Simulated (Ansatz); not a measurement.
Ge12NH23⁻, a cluster cut from the lattice of germanium (1 of the caps NH2). The state is a doublet with charge -1. Geometry PBE-D4/def2-SVP, that of the neutral singlet.

```xyz
36

Ge   -3.333    2.180    1.052
Ge    1.221    1.818   -1.611
Ge   -1.871   -0.217    3.962
Ge    2.771   -0.587    1.221
Ge   -1.021   -0.879    0.176
Ge    3.473   -1.314   -2.664
Ge   -3.740    1.191    3.252
Ge    0.815    0.703    0.529
Ge   -2.961    0.402   -0.581
Ge    1.586    0.095   -3.331
Ge   -1.496   -1.977    2.308
Ge    3.143   -2.321   -0.460
N     1.952    0.698   -5.065
H    -2.065    3.079    1.115
H    -4.534    3.080    0.640
H     2.467    2.748   -1.515
H    -0.003    2.719   -1.961
H    -0.586    0.651    4.074
H    -2.162   -0.822    5.366
H     4.032    0.318    1.334
H     2.513   -1.231    2.615
H    -0.586   -1.916   -0.903
H     4.746   -0.418   -2.599
H     3.731   -2.415   -3.732
H    -4.017    2.302    4.307
H    -5.015    0.303    3.159
H     0.394    1.714    1.639
H    -2.684    0.999   -1.992
H    -4.228   -0.496   -0.677
H     1.169    1.240   -5.453
H     2.778    1.311   -5.088
H     0.291   -0.759   -3.459
H    -0.293   -2.873    2.724
H    -2.760   -2.879    2.208
H     4.376   -3.195   -0.091
H     1.897   -3.251   -0.501
```

Single mean-field runs in def2-SVP are fitted with def2-universal-jkfit. At PBE-D4/def2-SVP, PBE0-D4/def2-SVP the highest occupied level of the charge -1 doublet lies above zero (up to 1.51 eV). Energy differences disagree on whether the electron is bound (positive means bound): 0.06 eV (vertical, against the charge 0 singlet, at PBE-D4/def2-SVP), but -0.48 eV at B2PLYP/def2-SVP.

Estimate the α-spin orbital energies around the gap (eV) in Ansatz with PBE-D4/def2-SVP, PBE0-D4/def2-SVP.


| orbital | PBE-D4/def2-SVP | PBE0-D4/def2-SVP |
| --- | --- | --- |
| HOMO−5 | -3.63 | -4.74 |
| HOMO−4 | -3.51 | -4.52 |
| HOMO−3 | -3.21 | -4.20 |
| HOMO−2 | -3.18 | -4.16 |
| HOMO−1 | -2.35 | -3.48 |
| HOMO | 1.51 | 1.31 |
| LUMO | 1.64 | 2.34 |
| LUMO+1 | 1.80 | 2.48 |
| LUMO+2 | 1.88 | 2.60 |
| LUMO+3 | 1.95 | 2.66 |
| LUMO+4 | 1.98 | 2.69 |
| LUMO+5 | 2.06 | 2.82 |
| β HOMO | -2.28 | -3.38 |
| β LUMO | 1.68 | 2.39 |
